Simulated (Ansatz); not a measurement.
Program: Ansatz. Geometries: PBE0-D4/def2-TZVP. ΔE: electronic, gas phase. CBS: MP2 limit from def2 TZ/QZ plus the TZ coupled-cluster correction, frozen cores. DFT in def2-TZVPP. B3LYP here is the variant with VWN-RPA as its local correlation; programs differ in this. One conformer a species, not always the lowest.

Reaction (formal exchange of groups at the Si–H bond): `BCO[SiH3]` + `C[CH]([AlH2])CCl` → `BCO[SiH2][AlH2]` + `CCCCl`

```tsv
level	ΔE (kJ/mol)	difference from CCSD(T)/CBS
PBE-D4	-17.3	-11.1
ωB97X-V	-9.0	-2.8
B2PLYP	-4.3	1.9
PBE	-18.2	-12.0
r2SCAN	-9.4	-3.2
B3LYP	-8.8	-2.6
MP2/def2-QZVPP	4.0	10.2
HF/CBS(def2)	-6.9	-0.7
MP2/CBS(def2)	3.8	10.0
CCSD/CBS(def2)	-7.2	-1.0
CCSD(T)/CBS	-6.2	0
```

Largest T1 diagnostic among the species: 0.012.
